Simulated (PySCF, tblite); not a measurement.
Isomers of C4H9N3SSi2, one GFN2-xTB conformer each. Single-point energies are computed at PBE0/pcSseg-1 (PySCF, gas phase, no added dispersion term), electronic only.

Task: Rank them by PBE0/pcSseg-1 energy, lowest first (kcal/mol).
A. `[CH3:1][S:2][Si@@:3]([NH2:4])([CH2:5][C:6]#[N:7])[SiH2:8][C:9]#[N:10]` with C1–S2–Si3–N4 170°, S2–Si3–N4–H 13° and 159°, S2–Si3–C5–C6 -161°, S2–Si3–Si8–C9 -72°
B. `[CH3:1][NH:2][Si@@:3]([C:4]#[N:5])([SiH2:6][C:7]#[N:8])[S:9][CH3:10]` with C1–N2–Si3–C4 -62°, N2–Si3–Si6–C7 -9°, N2–Si3–S9–C10 60°
C. `[CH3:1][S:2][Si@:3]([NH2:4])([C:5]#[N:6])[CH2:7][SiH2:8][C:9]#[N:10]` with C1–S2–Si3–N4 52°, S2–Si3–N4–H -73° and 75°, S2–Si3–C7–Si8 -57°, Si3–C7–Si8–C9 -51°
D. `[CH3:1][S:2][Si@:3]([NH2:4])([C:5]#[N:6])[SiH2:7][CH2:8][C:9]#[N:10]` with C1–S2–Si3–N4 58°, S2–Si3–N4–H -70° and 80°, S2–Si3–Si7–C8 -59°, Si3–Si7–C8–C9 -49°

Result: C (0.0), D (12.8), A (15.0), B (22.2).

As drawn, the highest has an Si–Si bond, which the lowest lacks. Neighbours under 2.5 kcal/mol apart (CS[Si@](N)(C#N)[SiH2]CC#N and CS[Si@@](N)(CC#N)[SiH2]C#N) can change places with a better method, another conformer or zero-point energy. GFN2-xTB itself gives, in the same order: 7.7, 1.0, 0.0, 6.6. GFN2-xTB puts CS[Si@@](N)(CC#N)[SiH2]C#N lowest instead; measured from each level's own lowest isomer, the values differ by up to 15.6 kcal/mol (CN[Si@@](C#N)([SiH2]C#N)SC: 6.6 against 22.2).

Task: Which frontier levels, dipoles and rotational constants go with these structures?

Result: 
| SMILES | HOMO (eV, PBE0/pcSseg-1) | LUMO (eV) | dipole (D) | A, B, C (MHz) |
| --- | --- | --- | --- | --- |
| CS[Si@](N)(C#N)C[SiH2]C#N | -7.27 | -0.99 | 2.10 | 1158, 549.5, 506.3 |
| CS[Si@](N)(C#N)[SiH2]CC#N | -7.18 | -1.29 | 2.62 | 1148, 581.0, 513.8 |
| CS[Si@@](N)(CC#N)[SiH2]C#N | -7.40 | -1.34 | 3.70 | 821.9, 736.4, 526.1 |
| CN[Si@@](C#N)([SiH2]C#N)SC | -7.49 | -1.64 | 2.91 | 1104, 552.7, 514.6 |

Task: What happens when harmonic zero-point energies from GFN2-xTB frequencies are added?

Result: 
```
                    SMILES  ZPE (kcal/mol)  electronic (kcal/mol)  with ZPE (kcal/mol)
 CS[Si@](N)(C#N)C[SiH2]C#N            78.1                    0.0                  0.0
 CS[Si@](N)(C#N)[SiH2]CC#N            78.3                   12.8                 13.0
CS[Si@@](N)(CC#N)[SiH2]C#N            78.1                   15.0                 14.9
CN[Si@@](C#N)([SiH2]C#N)SC            79.0                   22.2                 23.1
```

The zero-point energies span 0.9 kcal/mol. The order is unchanged.
